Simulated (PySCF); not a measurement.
C9H12O, SMILES c1(CC)c(OC)cccc1 (GFN2-xTB optimised geometry):

```
22

C     -1.886    -2.342     1.455
C     -1.801    -1.797     0.029
C     -1.050    -0.496     0.000
C     -1.717     0.716     0.008
C     -1.029     1.919     0.011
C      0.351     1.909     0.008
C      1.044     0.709     0.000
C      0.354    -0.496     0.000
O      0.952    -1.725    -0.004
C      2.354    -1.792    -0.047
H     -2.444    -3.276     1.472
H     -2.384    -1.626     2.106
H     -0.888    -2.527     1.843
H     -2.808    -1.646    -0.364
H     -1.285    -2.524    -0.600
H     -2.798     0.716     0.008
H     -1.569     2.853     0.016
H      0.903     2.838     0.010
H      2.122     0.728    -0.003
H      2.598    -2.853    -0.063
H      2.755    -1.316    -0.949
H      2.808    -1.332     0.837
```

Calculation: PySCF 2.14.0 with PBE/def2-SVP.

Question: What are the frontier orbital energies and the dipole moment?

Answer: HOMO-2 -7.36 eV, HOMO-1 -5.94 eV, HOMO -5.16 eV, LUMO -0.76 eV, LUMO+1 -0.45 eV; dipole moment 1.38 D.

Meta-Löwdin charges at PBE/def2-SVP: C1 -0.29, C2 -0.18, C3 -0.01, C4 -0.11, C5 -0.13, C6 -0.11, C7 -0.17, C8 0.18, O9 -0.31, C10 -0.10, H11 0.10, H12 0.10, H13 0.10, H14 0.09, H15 0.11, H16 0.10, H17 0.10, H18 0.10, H19 0.11, H20 0.12, H21 0.10, H22 0.10.
